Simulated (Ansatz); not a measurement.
Mulliken charges of AlH$_{5}$OSSi, SMILES `O[SiH]([AlH2])S` from ωB97M-V/def2-TZVPP in Ansatz (PBE0-D4/def2-TZVP geometry).

```json
{"atom": "O1", "x (Å)": "-1.476", "y (Å)": "-1.269", "z (Å)": "1.022", "charge (e)": "-0.355"}
{"atom": "Si2", "x (Å)": "-1.056", "y (Å)": "-0.073", "z (Å)": "-0.031", "charge (e)": "0.251"}
{"atom": "Al3", "x (Å)": "0.910", "y (Å)": "1.302", "z (Å)": "-0.062", "charge (e)": "0.236"}
{"atom": "S4", "x (Å)": "0.681", "y (Å)": "-0.790", "z (Å)": "-1.400", "charge (e)": "-0.213"}
{"atom": "H5", "x (Å)": "-1.020", "y (Å)": "-1.266", "z (Å)": "1.866", "charge (e)": "0.186"}
{"atom": "H6", "x (Å)": "-2.149", "y (Å)": "-0.036", "z (Å)": "-1.035", "charge (e)": "-0.007"}
{"atom": "H7", "x (Å)": "0.913", "y (Å)": "2.556", "z (Å)": "-1.027", "charge (e)": "-0.121"}
{"atom": "H8", "x (Å)": "1.991", "y (Å)": "0.987", "z (Å)": "1.057", "charge (e)": "-0.122"}
{"atom": "H9", "x (Å)": "1.294", "y (Å)": "-1.456", "z (Å)": "-0.407", "charge (e)": "0.144"}
```

Task: By hand: the dipole of these point charges (1 e Å = 4.8032 D).

Result: Σ q r = (-0.013, 0.033, 0.204) e Å, of length 0.207 e Å = 0.99 D.

Task: How does the dipole of the full density compare? (Best estimate.)

Result: Computed: (-0.004, -0.143, 0.313) e Å, 1.65 D; the point charges give 0.60 times that, at 34° from its direction.

Point charges leave out the atoms' own dipoles, such as those of lone pairs, and Mulliken's split depends on the basis, so the two needn't agree.
